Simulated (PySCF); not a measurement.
## MPb for M along the halogens

CCSD(T) with triple-zeta basis sets in PySCF, for the lowest determinant that a PBE0 search found; no spin–orbit coupling. De refers to high-spin ground-configuration atoms.

```json
{"M": "F", "basis": "x2c-TZVPPall", "reference, frozen orbitals": "UHF, 35", "state (unpaired electrons)": "doublet (π ↑)", "Re (Å)": "2.052", "ωe (cm⁻¹)": "527", "De (eV)": "4.36"}
{"M": "Cl", "basis": "x2c-TZVPPall", "reference, frozen orbitals": "UHF, 39", "state (unpaired electrons)": "doublet (π ↑)", "Re (Å)": "2.466", "ωe (cm⁻¹)": "318", "De (eV)": "3.54"}
{"M": "Br", "basis": "def2-TZVPP", "reference, frozen orbitals": "UHF, 13", "state (unpaired electrons)": "doublet (π ↑)", "Re (Å)": "2.614", "ωe (cm⁻¹)": "213", "De (eV)": "3.27"}
{"M": "I", "basis": "def2-TZVPP", "reference, frozen orbitals": "UHF, 8", "state (unpaired electrons)": "doublet (π ↑)", "Re (Å)": "2.807", "ωe (cm⁻¹)": "166", "De (eV)": "2.83"}
```

The shortest bond is that of PbF (2.052 Å), the longest that of PbI (2.807 Å). PbF is bound most strongly (4.36 eV) and PbI least (2.83 eV).

The rows differ in basis set, which adds steps of its own.

Down a group the atoms grow and get heavier, so bonds lengthen and wavenumbers fall; this series shows no clear exception.

Correlated steps freeze the inner cores (8 to 39 orbitals); shallow outer-core shells are correlated. Spin–orbit coupling is left out, which matters for elements this heavy, above all for dissociation energies. States were picked by a PBE0 search and need not be the measured ground states.
